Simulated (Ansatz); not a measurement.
Born–Oppenheimer molecular dynamics of BGeH₅O (8 atoms, charge 0, multiplicity 1). It starts at the highest image of a converged band. Of that band: Neighbouring images differ by up to 2.6 eV, so the band resolves the path poorly. A vibrational analysis at the climbing image gives one clearly imaginary mode, 2029i cm⁻¹: a first-order saddle point.

Computed with RHF/def2-SVP in Ansatz.

| Quantity | Value |
| --- | --- |
| ensemble | NVE (velocity Verlet) |
| time step | 0.5 fs |
| steps asked | 200 |
| starting velocities drawn for | 300 K |
| seed | 6780 |

Frames 2.5 fs apart, positions in Å.

Velocities at 50.0 fs (Å/ps):

```
B 7.27 1.33 -1.83
Ge -0.96 3.39 -0.35
O 4.67 -13.68 -3.99
H 10.95 -9.22 36.20
H -29.38 10.22 -9.23
H 14.28 99.78 8.33
H -89.86 -112.60 99.03
H 11.38 -29.38 -26.13
```

```xyz
8
Properties=species:S:1:pos:R:3 time_fs=50.0 energy_less_start_eV=-2.389 T=3376
B -1.298 0.728 -0.793
Ge 0.670 0.393 0.080
O 0.499 -1.468 0.367
H -2.245 0.020 -0.539
H -1.325 1.650 -1.560
H 0.788 1.004 1.633
H 2.110 0.152 -0.664
H 1.129 -1.865 0.983
8
Properties=species:S:1:pos:R:3 time_fs=52.5 energy_less_start_eV=-1.660 T=2439
B -1.277 0.732 -0.798
Ge 0.668 0.400 0.080
O 0.510 -1.500 0.358
H -2.201 0.009 -0.450
H -1.411 1.667 -1.579
H 0.824 1.238 1.593
H 1.883 -0.086 -0.425
H 1.143 -1.923 0.901
8
Properties=species:S:1:pos:R:3 time_fs=55.0 energy_less_start_eV=-1.120 T=1744
B -1.252 0.739 -0.803
Ge 0.663 0.405 0.083
O 0.517 -1.525 0.350
H -2.121 0.022 -0.372
H -1.509 1.649 -1.576
H 0.851 1.417 1.429
H 1.829 -0.264 -0.289
H 1.179 -1.980 0.833
8
Properties=species:S:1:pos:R:3 time_fs=57.5 energy_less_start_eV=-1.186 T=1828
B -1.224 0.749 -0.809
Ge 0.656 0.409 0.088
O 0.516 -1.546 0.343
H -2.026 0.045 -0.302
H -1.599 1.602 -1.556
H 0.863 1.523 1.181
H 1.984 -0.378 -0.274
H 1.234 -2.027 0.779
8
Properties=species:S:1:pos:R:3 time_fs=60.0 energy_less_start_eV=-0.891 T=1450
B -1.193 0.759 -0.814
Ge 0.649 0.410 0.093
O 0.510 -1.562 0.342
H -1.948 0.056 -0.229
H -1.671 1.553 -1.544
H 0.868 1.592 0.935
H 2.170 -0.342 -0.320
H 1.252 -2.022 0.702
8
Properties=species:S:1:pos:R:3 time_fs=62.5 energy_less_start_eV=-0.895 T=1455
B -1.162 0.767 -0.817
Ge 0.645 0.407 0.096
O 0.498 -1.570 0.343
H -1.891 0.057 -0.154
H -1.723 1.520 -1.556
H 0.883 1.694 0.786
H 2.279 -0.148 -0.387
H 1.282 -1.991 0.628
8
Properties=species:S:1:pos:R:3 time_fs=65.0 energy_less_start_eV=-1.192 T=1837
B -1.135 0.769 -0.816
Ge 0.644 0.399 0.097
O 0.480 -1.566 0.346
H -1.842 0.070 -0.094
H -1.739 1.492 -1.581
H 0.904 1.822 0.746
H 2.264 0.156 -0.451
H 1.342 -1.952 0.565
8
Properties=species:S:1:pos:R:3 time_fs=67.5 energy_less_start_eV=-1.411 T=2117
B -1.115 0.768 -0.813
Ge 0.645 0.389 0.096
O 0.465 -1.550 0.352
H -1.802 0.108 -0.061
H -1.709 1.455 -1.604
H 0.905 1.894 0.783
H 2.127 0.498 -0.501
H 1.349 -1.882 0.489
8
Properties=species:S:1:pos:R:3 time_fs=70.0 energy_less_start_eV=-1.411 T=2121
B -1.102 0.763 -0.806
Ge 0.648 0.379 0.094
O 0.452 -1.522 0.361
H -1.790 0.160 -0.047
H -1.639 1.414 -1.631
H 0.862 1.861 0.878
H 1.940 0.808 -0.554
H 1.333 -1.816 0.411
8
Properties=species:S:1:pos:R:3 time_fs=72.5 energy_less_start_eV=-1.649 T=2428
B -1.093 0.756 -0.796
Ge 0.652 0.369 0.091
O 0.440 -1.480 0.370
H -1.830 0.209 -0.040
H -1.550 1.387 -1.682
H 0.772 1.710 1.027
H 1.798 1.051 -0.645
H 1.349 -1.796 0.344
8
Properties=species:S:1:pos:R:3 time_fs=75.0 energy_less_start_eV=-2.080 T=2981
B -1.091 0.746 -0.783
Ge 0.655 0.360 0.088
O 0.437 -1.428 0.380
H -1.921 0.256 -0.043
H -1.448 1.373 -1.753
H 0.650 1.457 1.222
H 1.718 1.210 -0.766
H 1.319 -1.804 0.289
8
Properties=species:S:1:pos:R:3 time_fs=77.5 energy_less_start_eV=-2.271 T=3227
B -1.099 0.736 -0.769
Ge 0.659 0.352 0.084
O 0.443 -1.371 0.390
H -2.030 0.315 -0.077
H -1.333 1.349 -1.811
H 0.530 1.134 1.445
H 1.666 1.263 -0.869
H 1.238 -1.838 0.251
```

Of the whole run (100 fs, mean temperature of the second half 2324 K): The conserved energy stayed within 0.59 meV per atom of its start (net change 0.11 meV per atom), so the integration is sound. The system heated up, since it started high on the potential surface and ran downhill. A run of 0.1 ps of so small a system gives no equilibrium averages. The orbitals stay closed-shell, which can raise the energy where a bond breaks towards radicals; this wasn't checked here.

The run took 4.1 min on 1 thread of Arm Neoverse V2, with other jobs on the host, peak memory 0.15 GiB.
